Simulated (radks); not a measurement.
Spin polarisation of the 3p1 shell in Si+. Start: [Ne] 3s2 3p(up 0.5, down 0.5); electrons of 3p are moved from spin down to spin up, other shells keep equal spins. All-electron calculation, scalar-relativistic Kohn-Sham, r2SCAN, spin-polarised, spherical densities, finite nucleus; meta-GGA in the generalised Kohn-Sham scheme; Fermi nuclear charge, rms radius of each element as measured or else 0.836 A^(1/3) + 0.57 fm. Program: a radial shooting solver on a logarithmic mesh with Libxc functionals.

| moment (Bohr magnetons) | E - E(0) (eV) | e(3p up) (eV) | e(3p down) (eV) | 3s down minus up (eV) | 2p down minus up (eV) |
|---|---|---|---|---|---|
| 0 | 0.000 | -11.582 | -11.582 | 0.000 | 0.000 |
| 0.25 | -0.022 | -11.749 | -11.397 | 0.346 | 0.042 |
| 0.5 | -0.088 | -11.901 | -11.192 | 0.699 | 0.085 |
| 0.75 | -0.200 | -12.042 | -10.966 | 1.063 | 0.126 |
| 1 | -0.357 | -12.173 | -10.769 | 1.445 | 0.168 |

At moment 1 the spin-polarisation energy is -0.357 eV and the 3p exchange splitting 1.404 eV, that is 1.404 eV per Bohr magneton; E = -I m^2/4 would give I = 1.426 eV.
